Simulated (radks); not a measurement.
Results of a calculation; reference values are marked as such.
Polarisability of the bismuth ion Bi+, [Hg] 6p2, at imaginary frequency. Level of theory: scalar-relativistic Kohn-Sham, PBE, spin-unpolarised, spherical densities, finite nucleus; Fermi nuclear charge, rms radius 5.5211 fm (a radial shooting solver on a logarithmic mesh with Libxc functionals). Response by self-consistent Sternheimer equations with the Hartree and adiabatic LDA kernel, the relativistic mass of each level held fixed and spin-orbit coupling left out.

w (hartree),alpha1(iw) (bohr^3)
0.00266,28.79
0.0143,28.75
0.0360,28.49
0.0697,27.69
0.118,25.92
0.186,22.83
0.280,18.62
0.413,14.01
0.605,9.825
0.892,6.520
1.35,4.114
2.12,2.394
3.59,1.184
6.94,0.4415
17.5,0.1047

Static values: alpha1 = 28.79 bohr^3 (4.267 angstrom^3; uncoupled 45.35). C6 = 266.5, triple-dipole C9 = 5268 atomic units. One-pole (London) frequency 4 C6 / (3 alpha1^2) = 0.429 hartree, against 0.420 for minus the highest occupied eigenvalue.
